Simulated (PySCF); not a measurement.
Mapped SMILES: `[BH2:1][n:2]1[cH:3][cH:4][cH:5][cH:6]1`. Each H is labelled by its parent atom.

Geometry: PBE0-D3(BJ)/def2-SVP; GIAO absolute shieldings from PySCF 2.14.0 with density-fitted response routines, gas phase, non-relativistic, averaged over equivalent atoms.

At OPBE/pcSseg-2 (300 basis functions, 46 s wall time on 1 thread of an Arm Neoverse V2, shared host):
| atoms | σ (ppm) |
| --- | --- |
| B1 | 53.2 |
| N2 | 29.6 |
| C3/C6 | 53.4 |
| C4/C5 | 64.1 |
| H(C3)/H(C6) | 24.09 |
| H(C4)/H(C5) | 24.53 |
| H(B1) | 25.46 |

**Question.** Predict the values at BHandHLYP/pcSseg-2 on the same geometry.

**Answer.** 
| atoms | σ at BHandHLYP/pcSseg-2 | change |
| --- | --- | --- |
| B1 | 54.8 | +1.6 |
| N2 | 27.6 | -2.0 |
| C3/C6 | 44.0 | -9.4 |
| C4/C5 | 57.9 | -6.2 |
| H(C3)/H(C6) | 24.24 | +0.15 |
| H(C4)/H(C5) | 24.74 | +0.21 |
| H(B1) | 25.95 | +0.49 |

The largest change is at C3/C6 (aromatic CH next to a ring nitrogen). Cost: 300 basis functions, 29 s wall time on 1 thread of an Arm Neoverse V2, shared host.
